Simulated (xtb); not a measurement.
xtb input for H3InO2, SMILES [OH][InH][OH], GFN2-xTB. 

```
$ xtb mol.xyz --gfn 2 --sp --chrg 0 --uhf 0 --json
$ cat mol.xyz
6

In    -0.28771323    -0.00973641    -0.00000000
H     -1.96366175     0.01266839     0.00000001
O      0.80779671    -1.59778928     0.00000000
H      1.72094133    -1.30358505    -0.00000000
O      0.91493369     1.51829916     0.00000000
H      0.55882577     2.40392162     0.00000001
```

Program output:

```
[banner left out]
          |                Calculation Setup                |
           -------------------------------------------------



           -------------------------------------------------
          |                 G F N 2 - x T B                 |
           -------------------------------------------------

        Reference                      10.1021/acs.jctc.8b01176
      * Hamiltonian:
        H0-scaling (s, p, d)           1.850000    2.230000    2.230000
        zeta-weighting                 0.500000
      * Dispersion:
        s8                             2.700000
        a1                             0.520000
        a2                             5.000000
        s9                             5.000000
      * Repulsion:
        kExp                           1.500000    1.000000
        rExp                           1.000000
      * Coulomb:
        alpha                          2.000000
        third order                    shell-resolved
        anisotropic                    true
        a3                             3.000000
        a5                             4.000000
        cn-shift                       1.200000
        cn-exp                         4.000000
        max-rad                        5.000000


          ...................................................
          :                      SETUP                      :
          :.................................................:
          :  # basis functions                  21          :
          :  # atomic orbitals                  20          :
          :  # shells                           10          :
          :  # electrons                        18          :
          :  max. iterations                   250          :
          :  Hamiltonian                  GFN2-xTB          :
          :  restarted?                      false          :
          :  GBSA solvation                  false          :
          :  PC potential                    false          :
          :  electronic temp.          300.0000000     K    :
          :  accuracy                    1.0000000          :
          :  -> integral cutoff          0.2500000E+02      :
          :  -> integral neglect         0.1000000E-07      :
          :  -> SCF convergence          0.1000000E-05 Eh   :
          :  -> wf. convergence          0.1000000E-03 e    :
          :  Broyden damping             0.4000000          :
          :  net charge                          0          :
          :  unpaired electrons                  0          :
          ...................................................

 iter      E             dE          RMSdq      gap      omega  full diag
   1    -10.9214848 -0.109215E+02  0.184E+01    4.04       0.0  T
   2    -10.9255767 -0.409194E-02  0.109E+01    4.40       1.0  T
   3    -10.9244068  0.116990E-02  0.142E+00    4.22       1.0  T
   4    -10.9264343 -0.202748E-02  0.224E-01    4.37       1.0  T
   5    -10.9264436 -0.936509E-05  0.984E-02    4.37       1.0  T
   6    -10.9264456 -0.199354E-05  0.238E-02    4.37       1.7  T
   7    -10.9264458 -0.178441E-06  0.115E-02    4.37       3.6  T
   8    -10.9264458 -0.304613E-07  0.214E-03    4.37      19.0  T
   9    -10.9264458 -0.108806E-08  0.754E-04    4.37      54.1  T
  10    -10.9264458 -0.212298E-09  0.404E-04    4.37     101.1  T

   *** convergence criteria satisfied after 10 iterations ***

         #    Occupation            Energy/Eh            Energy/eV
      -------------------------------------------------------------
         1        2.0000           -0.6724401             -18.2980
       ...           ...                  ...                  ...
         3        2.0000           -0.5915508             -16.0969
         4        2.0000           -0.5453279             -14.8391
         5        2.0000           -0.5170264             -14.0690
         6        2.0000           -0.4588060             -12.4847
         7        2.0000           -0.4552406             -12.3877
         8        2.0000           -0.4494936             -12.2313
         9        2.0000           -0.4473012             -12.1717 (HOMO)
        10                         -0.2866846              -7.8011 (LUMO)
        11                         -0.1541734              -4.1953
        12                         -0.0566966              -1.5428
        13                         -0.0224360              -0.6105
        14                          0.0053270               0.1450
       ...                                ...                  ...
        20                          0.7609881              20.7075
      -------------------------------------------------------------
                  HL-Gap            0.1606166 Eh            4.3706 eV
             Fermi-level           -0.3669929 Eh           -9.9864 eV

 SCC (total)                   0 d,  0 h,  0 min,  0.005 sec
 SCC setup                      ...        0 min,  0.000 sec (  2.906%)
 Dispersion                     ...        0 min,  0.000 sec (  1.929%)
 classical contributions        ...        0 min,  0.000 sec (  0.589%)
 integral evaluation            ...        0 min,  0.001 sec ( 15.014%)
 iterations                     ...        0 min,  0.003 sec ( 50.699%)
 molecular gradient             ...        0 min,  0.001 sec ( 23.885%)
 printout                       ...        0 min,  0.000 sec (  4.502%)

         :::::::::::::::::::::::::::::::::::::::::::::::::::::
         ::                     SUMMARY                     ::
         :::::::::::::::::::::::::::::::::::::::::::::::::::::
         :: total energy             -10.881413083268 Eh    ::
         :: gradient norm              0.000448268519 Eh/a0 ::
         :: HOMO-LUMO gap              4.370600642561 eV    ::
         ::.................................................::
         :: SCC energy               -10.926445098387 Eh    ::
         :: -> isotropic ES            0.074155538079 Eh    ::
         :: -> anisotropic ES         -0.001227382384 Eh    ::
         :: -> anisotropic XC         -0.000866086264 Eh    ::
         :: -> dispersion             -0.001911041822 Eh    ::
         :: repulsion energy           0.045032015119 Eh    ::
         :: add. restraining           0.000000000000 Eh    ::
         :: total charge              -0.000000000000 e     ::
         :::::::::::::::::::::::::::::::::::::::::::::::::::::

           -------------------------------------------------
          |                Property Printout                |
           -------------------------------------------------

    * Orbital Energies and Occupations

         #    Occupation            Energy/Eh            Energy/eV
      -------------------------------------------------------------
         1        2.0000           -0.6724401             -18.2980
         2        2.0000           -0.6644694             -18.0811
         3        2.0000           -0.5915508             -16.0969
         4        2.0000           -0.5453279             -14.8391
         5        2.0000           -0.5170264             -14.0690
         6        2.0000           -0.4588060             -12.4847
         7        2.0000           -0.4552406             -12.3877
         8        2.0000           -0.4494936             -12.2313
         9        2.0000           -0.4473012             -12.1717 (HOMO)
        10                         -0.2866846              -7.8011 (LUMO)
        11                         -0.1541734              -4.1953
        12                         -0.0566966              -1.5428
        13                         -0.0224360              -0.6105
        14                          0.0053270               0.1450
Note: The following floating-point exceptions are signalling: IEEE_UNDERFLOW_FLAG IEEE_DENORMAL
normal termination of xtb
        15                          0.0236214               0.6428
        16                          0.0306591               0.8343
        17                          0.1668276               4.5396
        18                          0.3323943               9.0449
        19                          0.5826667              15.8552
        20                          0.7609881              20.7075
      -------------------------------------------------------------
                  HL-Gap            0.1606166 Eh            4.3706 eV
             Fermi-level           -0.3669929 Eh           -9.9864 eV

     #   Z          covCN         q      C6AA      α(0)
     1  49 In       2.524     0.323   272.069    31.416
     2   1 H        0.910     0.037     2.497     2.472
     3   8 O        1.558    -0.492    22.781     6.440
     4   1 H        0.899     0.331     0.626     1.238
     5   8 O        1.558    -0.505    23.057     6.479
     6   1 H        0.822     0.306     0.701     1.314

 Mol. C6AA /au·bohr⁶  :        839.794136
 Mol. C8AA /au·bohr⁸  :      64008.357046
 Mol. α(0) /au        :         49.357152


Wiberg/Mayer (AO) data.
largest (>0.10) Wiberg bond orders for each atom

 ---------------------------------------------------------------------------
     #   Z sym  total        # sym  WBO       # sym  WBO       # sym  WBO
 ---------------------------------------------------------------------------
     1  49 In   2.876 --     3 O    1.075     5 O    1.057     2 H    0.688
     2   1 H    0.999 --     1 In   0.688     3 O    0.158     5 O    0.150
     3   8 O    2.184 --     1 In   1.075     4 H    0.856     2 H    0.158
     4   1 H    0.891 --     3 O    0.856
     5   8 O    2.175 --     1 In   1.057     6 H    0.878     2 H    0.150
     6   1 H    0.907 --     5 O    0.878
 ---------------------------------------------------------------------------

Topologies differ in total number of bonds
Writing topology from bond orders to xtbtopo.mol

molecular dipole:
                 x           y           z       tot (Debye)
 q only:       -0.536       0.606       0.000
   full:       -0.677       0.821       0.000       2.705
molecular quadrupole (traceless):
                xx          xy          yy          xz          yz          zz
 q only:        1.945      -2.129      -1.212       0.000       0.000      -0.733
  q+dip:        2.732      -2.470      -1.802      -0.000       0.000      -0.929
   full:        0.388      -2.524      -2.404       0.000       0.000       2.016


           -------------------------------------------------
          | TOTAL ENERGY              -10.881413083268 Eh   |
          | GRADIENT NORM               0.000448268519 Eh/α |
          | HOMO-LUMO GAP               4.370600642561 eV   |
           -------------------------------------------------

------------------------------------------------------------------------
------------------------------------------------------------------------
 total:
 SCF:
```

Self-consistency was reached.

Cost: roughly 0.06 core-seconds.
